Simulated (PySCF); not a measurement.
**UHF on Mg (magnesium, neutral)**

Configuration: [Ne] 3s1 3p1, high-spin 3P determinant (an excited configuration). Calculation: PySCF 2.14, in aug-cc-pCVTZ (8s7p5d3f, 75 functions); no relativity, point nucleus.

```json
{
  "Total energy": "-199.547557 hartree",
  "One-electron energy": "-278.7451 hartree",
  "Hartree (Coulomb) energy": "95.2343 hartree",
  "Exchange energy": "-16.0368 hartree",
  "Kinetic energy": "199.54531 hartree",
  "⟨S²⟩": "2.0000",
  "⟨L²⟩": "2.040",
  "Sum of ⟨r⟩": "12.91 bohr",
  "Sum of ⟨r²⟩": "35.20 bohr²",
  "Traceless quadrupole moment −½Σ⟨3z² − r²⟩ along its main axis": "-8.76 e·bohr²",
  "Density at the nucleus (Gaussians lack the cusp)": "1070 bohr⁻³",
  "Spin density at the nucleus": "1.58 bohr⁻³",
  "Langevin diamagnetic susceptibility": "-27.9 ×10⁻⁶ cm³/mol"
}
```

| shell | electrons | mean orbital energy (hartree) | spread (hartree) | rms radius, mean of both spins (bohr) |
| --- | --- | --- | --- | --- |
| 1s α | 1 | -49.08897 | 0 | 0.152 |
| 1s β | 1 | -49.08053 | 0 | 0.152 |
| 2s α | 1 | -3.82635 | 0 | 0.756 |
| 2s β | 1 | -3.80918 | 0 | 0.756 |
| 2p α | 3 | -2.34184 | 0.00508 | 0.772 |
| 2p β | 3 | -2.33145 | 0.00780 | 0.772 |
| 3s α | 1 | -0.34112 | 0 | 3.36 |
| 3p α | 1 | -0.18400 | 0 | 4.37 |

Spin-orbit constants ζ (cm⁻¹) from the X2C one-electron operator on these orbitals (non-relativistic here): bare nucleus, nucleus screened by l(l+1)(2l+1)/3 electrons, and screened by the Breit-Pauli mean field of the electrons.

```csv
shell,bare,screened nucleus,mean field
2p,1742,1451,1319
3p,43.23,36.02,31.72
```

To first order the Landé constant is A = 15.86 cm⁻¹, so the lowest level has J = 0 and lies 0.00393 eV below the centre of the term. This holds in LS coupling only.
